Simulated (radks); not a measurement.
All-electron atom: the rhodium ion Rh1.5+ in [Ar] 3d10 4s1.5 4p6 4d8 (fractional occupations, a model configuration). Method: Dirac Kohn-Sham, LDA (Slater exchange, Perdew-Wang correlation), spin-unpolarised, spherical densities, finite nucleus; open shells fill j = l - 1/2 first; Fermi nuclear charge, rms radius 4.4945 fm; computed with a radial shooting solver on a logarithmic mesh with Libxc functionals.

Radial electron density D(r) = 4 pi r^2 rho(r):

```
   r/bohr * D(r) (the largest magnitude, 71.4, reaches the edge; | marks zero)
 0.004895 |           *
 0.005564 |             *
 0.006375 |                *
 0.007303 |                   *
 0.008367 |                      *
  0.00951 |                          *
   0.0109 |                              *
  0.01248 |                                  *
   0.0143 |                                     *
  0.01638 |                                        *
  0.01862 |                                          *
  0.02133 |                                           *
  0.02444 |                                           *
    0.028 |                                          *
  0.03183 |                                         *
  0.03646 |                                       *
  0.04178 |                                     *
  0.04786 |                                     *
  0.05483 |                                       *
  0.06232 |                                          *
   0.0714 |                                              *
   0.0818 |                                                   *
  0.09372 |                                                      *
   0.1065 |                                                      *
    0.122 |                                                   *
   0.1398 |                                              *
   0.1602 |                                        *
   0.1835 |                                    *
   0.2086 |                                   *
    0.239 |                                      *
   0.2738 |                                         *
   0.3137 |                                          *
   0.3565 |                                        *
   0.4084 |                                 *
   0.4679 |                        *
   0.5361 |                *
   0.6142 |            *
   0.6981 |          *
   0.7998 |          *
   0.9163 |           *
     1.05 |          *
    1.193 |         *
    1.367 |       *
    1.566 |    *
    1.794 |   *
    2.056 | *
    2.336 |*
    2.677 |*
    3.067 *
    3.513 *
    3.993 *
    4.575 *
    5.241 *
```

D(r) has 4 maxima, at r = 0.0231, 0.102, 0.309, 0.931 bohr, and minima at 0.0460, 0.200, 0.715 bohr, inside which lie 2.05, 11.18, 29.11 electrons.
